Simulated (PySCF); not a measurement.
Simulated absorption spectrum

Compound: C5H7OP.
SMILES: `Cc1coc(C)p1`

Theory: PySCF, TDDFT wB97X-D/def2-SVPD, vertical, gas phase, core orbitals frozen in the response. Geometry: GFN2-xTB; no solvent, vibrations or thermal averaging.

Broadening: Gaussians 0.25 eV wide at half height, area fixed by f = 4.319×10⁻⁹ ∫ε dν̃. The width is an assumption, not a result. The curve ends short of the highest state used, and states not computed would add to its high-energy end.

| λ (nm) | ε (L mol⁻¹ cm⁻¹) |
| --- | --- |
| 187.6 | 19688 |
| 189.9 | 22525 |
| 192.2 | 14902 |
| 194.5 | 5927 |
| 196.8 | 1526 |
| 199.1 | 510 |
| 201.3 | 751 |
| 203.6 | 1302 |
| 205.9 | 1654 |
| 208.2 | 1698 |
| 210.5 | 1590 |
| 212.8 | 1354 |
| 215.1 | 950 |
| 217.4 | 514 |
| 219.7 | 227 |
| 222.0 | 183 |
| 224.3 | 572 |
| 226.6 | 1900 |
| 228.9 | 4813 |
| 231.2 | 9237 |
| 233.5 | 13630 |
| 235.8 | 15697 |
| 238.1 | 14307 |
| 240.4 | 10459 |
| 242.7 | 6210 |
| 245.0 | 3030 |
| 247.3 | 1229 |
| 249.6 | 418 |
| 251.9 | 121 |
| 254.2 | 30 |

Q: Where are the band maxima, and which computed states make them?

A: 236 nm (5.25 eV), ε about 16000, made up of S1 (100%); 207 nm (5.98 eV), ε about 1700, made up of S2 (29%), S3 (61%) and S4 (10%); 189 nm (6.55 eV), ε about 23000, made up of S5 (96%) (ε in L mol⁻¹ cm⁻¹; maxima over ε = 5, shares over 10%). The states used: S1 5.25 eV (f 0.146); S2 5.84 eV (f 0.011); S3 6.03 eV (f 0.011); S4 6.06 eV (f 0.0021); S5 6.55 eV (f 0.204); S6 6.59 eV (f 0.0094); S7 7.12 eV (f 0.0038); S8 7.21 eV (f 0.031).

Q: On this curve, what absorbance would a 10⁻⁵ mol/L sample give at 254 nm over a 1 cm path?

A: 254 nm is 4.881 eV, where ε is about 34 L mol⁻¹ cm⁻¹, so A = ε c l ≈ 0.00034 (Beer–Lambert, with the gas-phase spectrum and the assumed width).

Q: What would ε be at 6.55 eV, the highest of these maxima, with half the width (0.125 eV)?

A: About 45500 L mol⁻¹ cm⁻¹ against 23000, a factor of about 1.98; a lone state at its own centre would give exactly 2.

Q: Does any computed singlet lie in the visible range?

A: No computed singlet lies in the visible range (380 to 750 nm); the lowest, at 236 nm, stands 1.99 eV above its violet end (3.26 eV); a Tamm–Dancoff triplet lies at 381 nm, without intensity as long as spin–orbit coupling is left out.

Time: 37 s wall; peak memory 0.85 GiB. Hardware: one thread of an Arm Neoverse V1, shared host.
